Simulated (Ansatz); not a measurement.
Job for Ansatz (a first-principles code): R-CCSD(T)/cc-pV(T+d)Z on Al2Cl6 (SMILES [Cl][Al-]1([Cl])[Cl+][Al-]([Cl])([Cl])[Cl+]1). The basis file is the Basis Set Exchange's JSON of that set.

Ansatz 0.2 input:
```yaml
crystal:
  periodic: [false, false, false]
  atoms:
    - {symbol: Al, position_ang: [1.61034728, -0.00000000, -0.00000000]}
    - {symbol: Al, position_ang: [-1.61034728, -0.00000000, 0.00000000]}
    - {symbol: Cl, position_ang: [-0.00000000, 1.63154594, -0.00000000]}
    - {symbol: Cl, position_ang: [0.00000000, -1.63154594, -0.00000000]}
    - {symbol: Cl, position_ang: [2.60989899, 0.00000000, 1.83362391]}
    - {symbol: Cl, position_ang: [2.60989899, -0.00000000, -1.83362391]}
    - {symbol: Cl, position_ang: [-2.60989899, 0.00000000, 1.83362391]}
    - {symbol: Cl, position_ang: [-2.60989899, 0.00000000, -1.83362391]}
basis:
  gaussian:
    orbitals: cc-pV_T+d_Z.json
magnetization: {spin_polarized: false}
correlation: {method: ccsd_t, electrons: outside_noble_gas}
scf: {lower_state_search: off}
```

**Question.** Give the final energy of this run.

**Answer.** -3242.9032 hartree (reference determinant -3241.4786, T1 diagnostic 0.008).

**Question.** How many basis functions does it have, and what does it roughly cost on one machine?

**Answer.** 312 functions; very roughly 2.0 core-minutes.
